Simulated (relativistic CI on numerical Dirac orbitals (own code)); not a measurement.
**Fe⁴⁺ (3d4) in a crystal field**

Calculated by Dirac-Coulomb-Breit CI, orbitals from a KLI potential per configuration, QED by a radiative potential, valence Slater integrals scaled by 0.9, one configuration in a parametric crystal field (own radial code). With so little scaling, terms lie 10 to 35 % too far apart, which can change the order of excited levels.

Field parameters in Wybourne normalisation: Oh B⁴₀ = 21Dq, B⁴₄ = √(5/14) B⁴₀. The field is a parameter set, without covalency.

S is read from ⟨S²⟩ = S(S + 1).

Levels (cm⁻¹, degeneracy): 0 (1), 289 (3), 670 (2), 814 (3), 1111 (1), 1531 (3), 1583 (3), 1585 (1), 1678 (2), 14506 (3), 16376 (2), 26042 (3).

Question: Which field gives this pattern?
A. Oh, 10Dq = 41000 cm⁻¹
B. Oh, 10Dq = 29000 cm⁻¹
C. Oh, 10Dq = 17000 cm⁻¹
D. Oh, 10Dq = 5000 cm⁻¹

Answer: B. Oh, 10Dq = 29000 cm⁻¹, ground level with S = 1.37.
